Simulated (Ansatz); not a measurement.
Reaction (cleavage of the Si–Si bond): `C[Si@H](O)[Si@H](O)F` + H₂Te → `O[SiH](F)[TeH]` + `C[SiH2]O`

Calculated with Ansatz (gas phase, PBE0-D4/def2-TZVP geometries, no zero-point term in ΔE). CBS: MP2 limit from def2 TZ/QZ plus the TZ coupled-cluster correction, frozen cores. This one scheme is used for every species. DFT in def2-TZVPP. def2 core potentials past Kr. For Te outer-core shells are correlated without core-valence functions, which leaves a few kJ/mol of doubt a bond. One conformer a species, not always the lowest.

```
   level  ΔE (kJ/mol)
BHLYP-D4        -72.8
   BHLYP        -73.9
```

What does CCSD(T)/CBS give? (An estimate is asked.)

Computed: -76.2 kJ/mol. The listed levels differ from it by 3.4, 2.3 kJ/mol.

Largest T1 diagnostic among the species: 0.012.

At CCSD(T), def2-SVP lies +12.0 kJ/mol from the extrapolated value and def2-TZVPP +6.0 kJ/mol. From BLYP to BHLYP (50 % exact exchange), in def2-TZVPP and without D4, ΔE moves by −6.8 kJ/mol.
